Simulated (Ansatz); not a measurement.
F₂H₄O₂Si₂, SMILES `O[Si](F)(F)O[SiH3]` at its PBE0-D4/def2-TZVP geometry, where that method's forces vanish. The species carries charge 0 and has multiplicity 1.

```xyz
10

O     0.5247   -1.8663   -1.4437
Si    0.9256   -0.6818   -0.4277
F     1.6989   -1.2489    0.8288
F     1.9268    0.3356   -1.1073
O    -0.4067    0.0602    0.0230
Si   -1.2759    1.2059    0.8122
H     1.2154   -2.4208   -1.8080
H    -2.7117    0.9247    0.5812
H    -0.9713    1.1465    2.2626
H    -0.9258    2.5449    0.2790
```

What forces (eV/Å) does B3LYP-D4/def2-TZVPP give on these atoms in the Gaussian-basis code of Ansatz? (An estimate is asked.)

Ansatz gave: 
```
O1  -0.008 -0.117 -0.096
Si2 -0.097 -0.002 -0.011
F3   0.108 -0.082  0.185
F4   0.142  0.151 -0.100
O5  -0.045  0.007  0.002
Si6 -0.135  0.141  0.096
H7  -0.010 -0.048 -0.040
H8   0.091  0.025  0.020
H9  -0.022  0.007 -0.092
H10 -0.025 -0.084  0.037
```

B3LYP here is the variant with VWN-RPA as its local correlation; programs differ in this.
